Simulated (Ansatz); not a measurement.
Total energies of HfSi₃⁻ from Ansatz at PBE-D4/def2-TZVPD, gas phase (1 Eh = 27.2114 eV = 2625.5 kJ/mol). The reference geometry is relaxed at PBE-D4/def2-SVPD.

Cartesian coordinates in Å:
```
Hf -0.465 -0.411 1.365
Si 0.637 -1.192 -0.759
Si -1.212 0.389 -0.898
Si 1.039 1.214 0.292
```

| state | geometry | energy (Eh) |
| --- | --- | --- |
| charge -1 doublet | reference | -916.07097 |
| charge 0 triplet | reference | -916.00934 |
| charge -1 quartet | relaxed at PBE-D4/def2-SVPD | -916.06543 |

In the def2 sets Hf takes a core potential; there is no spin–orbit coupling.

(1) Work out the vertical ionisation energy to the triplet.

(2) Which of the charge -1 states is lowest, and how far above it are the others?

(1) E(charge 0 triplet) − E(charge -1 doublet) = -916.00934 − (-916.07097) = 0.06163 Eh = 1.68 eV. For comparison, −ε of the highest occupied level of the spin that leaves is -0.39 eV at this level, 2.07 eV less.

(2) The doublet. quartet: -916.06543 − (-916.07097) = 0.00554 Eh = 14.5 kJ/mol.

At PBE-D4/def2-TZVPD the charge -1 doublet is spin-contaminated (final ⟨S²⟩ up to 0.86, 0.75 for a pure state). At PBE-D4/def2-TZVPD the highest occupied level of the charge -1 doublet lies above zero (up to 0.39 eV). By energy differences its removal costs 1.68 eV (vertical, to the charge 0 triplet, at PBE-D4/def2-TZVPD); a positive level beside a positive removal energy at the same level points to self-interaction error. At PBE-D4/def2-TZVPD the highest occupied level of the charge -1 quartet lies above zero (up to 0.29 eV). It is a level of α spin, whose loss leaves a triplet; that state wasn't run at this geometry and level. The electron is either unbound and held by the finite basis, or the level is raised by self-interaction error. 

The structure comes from a short search, and lower isomers may exist.
